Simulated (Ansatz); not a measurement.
Relaxation of ClFH₆N₃Ta (12 atoms, charge 0, multiplicity 1), to a largest force component of 0.02 eV/Å in at most 40 steps.

These are results of Ansatz, RKS PBE/def2-SVP, not measurements.

```xyz
12
Properties=species:S:1:pos:R:3
Ta 0.000 0.000 0.000
Cl 2.470 0.000 0.000
N 0.000 0.000 2.160
H -0.246 -0.884 2.690
H 0.246 0.884 2.690
N 0.000 0.000 -2.160
H -0.612 -0.684 -2.690
H 0.612 0.684 -2.690
N -1.080 1.871 0.000
H -1.641 2.158 0.852
H -1.049 2.501 -0.852
F -0.965 -1.671 0.000
```

Q: Where does it end, and by what steps?

A: The run converged. After 14 steps the energy has fallen by 1.598 eV; H5 moved furthest, 1.36 Å.

```json
{"step": "0", "energy less start (eV)": "0.0000", "largest force component (eV/Å)": "1.908", "accepted": "yes"}
{"step": "1", "energy less start (eV)": "-1.0266", "largest force component (eV/Å)": "1.238", "accepted": "yes"}
{"step": "2", "energy less start (eV)": "-1.2014", "largest force component (eV/Å)": "0.847", "accepted": "yes"}
{"step": "3", "energy less start (eV)": "-1.2450", "largest force component (eV/Å)": "0.735", "accepted": "yes"}
{"step": "4", "energy less start (eV)": "-1.3249", "largest force component (eV/Å)": "0.612", "accepted": "yes"}
{"step": "5", "energy less start (eV)": "-1.3852", "largest force component (eV/Å)": "0.256", "accepted": "yes"}
{"step": "6", "energy less start (eV)": "-1.4279", "largest force component (eV/Å)": "0.444", "accepted": "yes"}
{"step": "7", "energy less start (eV)": "-1.4716", "largest force component (eV/Å)": "0.637", "accepted": "yes"}
{"step": "8", "energy less start (eV)": "-1.5152", "largest force component (eV/Å)": "0.688", "accepted": "yes"}
{"step": "9", "energy less start (eV)": "-1.5565", "largest force component (eV/Å)": "0.321", "accepted": "yes"}
{"step": "10", "energy less start (eV)": "-1.5738", "largest force component (eV/Å)": "0.700", "accepted": "yes"}
{"step": "11", "energy less start (eV)": "-1.5734", "largest force component (eV/Å)": "0.378", "accepted": "no"}
{"step": "12", "energy less start (eV)": "-1.5953", "largest force component (eV/Å)": "0.189", "accepted": "yes"}
{"step": "13", "energy less start (eV)": "-1.5976", "largest force component (eV/Å)": "0.037", "accepted": "yes"}
{"step": "14", "energy less start (eV)": "-1.5978", "largest force component (eV/Å)": "0.019", "accepted": "yes"}
```

```xyz
12
Properties=species:S:1:pos:R:3
Ta -0.188 0.386 0.000
Cl 2.040 1.233 0.032
N 0.133 -0.326 1.852
H -0.401 -1.111 2.242
H 1.004 -0.195 2.376
N 0.179 -0.311 -1.849
H -0.346 -1.092 -2.259
H 1.062 -0.174 -2.351
N -1.178 2.094 -0.006
H -1.474 2.604 0.834
H -1.452 2.610 -0.849
F -1.643 -0.859 -0.022
```

Whether the end is a true minimum wasn't checked by a vibrational analysis.

The run took 34 s on 4 threads of Arm Neoverse V1, with other jobs on the host, peak memory 0.2 GiB.
